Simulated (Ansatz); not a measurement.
C$_{3}$H$_{10}$O$_{3}$Si$_{2}$ (`C=C[Si@@H](O)O[Si@@H](C)O`), relaxed with RKS PBE0-D4/def2-TZVP in Ansatz 0.2.0 from a GFN2-xTB geometry. The force threshold is 0.005 eV/Å; the program also tests the step.

Charge 0, multiplicity 1.

Start:

```xyz
18

C    -1.967   -1.176   -1.312
C    -0.806   -0.795   -1.820
Si    0.867   -1.112   -1.023
O     1.928   -0.772   -2.205
O     1.144   -0.161    0.268
Si    0.849    1.184    1.133
C    -0.999    1.232    1.554
O     1.806    1.152    2.446
H    -2.028   -1.720   -0.383
H    -2.911   -0.967   -1.794
H    -0.808   -0.262   -2.762
H     1.056   -2.451   -0.473
H     2.848   -0.625   -2.003
H     1.345    2.354    0.426
H    -1.303    0.359    2.129
H    -1.249    2.112    2.138
H    -1.604    1.250    0.653
H     1.831    0.397    3.028
```

| step | energy (eV) | largest force (eV/Å) | largest move (Å) |
| --- | --- | --- | --- |
| 1 | -25163.2892 | 0.834 | 0.000 |
| 2 | -25163.3610 | 0.343 | 0.081 |
| 3 | -25163.3744 | 0.158 | 0.057 |
| 4 | -25163.3788 | 0.277 | 0.200 |
| 5 | -25163.3858 | 0.187 | 0.049 |
| 6 (rejected) | -25163.3812 | 0.322 | 0.200 |
| 7 | -25163.3923 | 0.060 | 0.098 |
| 8 | -25163.3950 | 0.105 | 0.098 |
| 9 | -25163.3976 | 0.377 | 0.146 |
| 10 (rejected) | -25163.3955 | 0.306 | 0.131 |
| 11 | -25163.4016 | 0.058 | 0.065 |
| 12 | -25163.4032 | 0.199 | 0.096 |
| 13 (rejected) | -25163.4024 | 0.264 | 0.146 |
| 14 | -25163.4059 | 0.019 | 0.073 |
| 15 | -25163.4067 | 0.047 | 0.073 |
| 16 | -25163.4071 | 0.056 | 0.045 |
| 17 | -25163.4072 | 0.062 | 0.043 |
| 18 | -25163.4075 | 0.032 | 0.013 |
| 19 | -25163.4076 | 0.023 | 0.009 |
| 20 | -25163.4076 | 0.012 | 0.006 |
| 21 | -25163.4077 | 0.004 | 0.007 |

End:

```xyz
18

C    -1.917   -1.488   -1.606
C    -0.882   -0.660   -1.710
Si    0.765   -1.071   -0.978
O     1.875   -0.860   -2.166
O     1.127   -0.126    0.300
Si    0.896    1.250    1.152
C    -0.890    1.362    1.642
O     1.900    1.261    2.450
H    -1.829   -2.446   -1.099
H    -2.894   -1.258   -2.021
H    -1.022    0.284   -2.236
H     0.754   -2.471   -0.480
H     2.801   -0.913   -1.927
H     1.325    2.417    0.345
H    -1.184    0.506    2.257
H    -1.083    2.274    2.211
H    -1.533    1.366    0.757
H     1.791    0.574    3.109
```

Hardware: 3 threads of an AMD EPYC 7R13 on a shared host and a share of an NVIDIA H100 80 GB. Wall time 36 s, peak host memory 0.98 GiB.
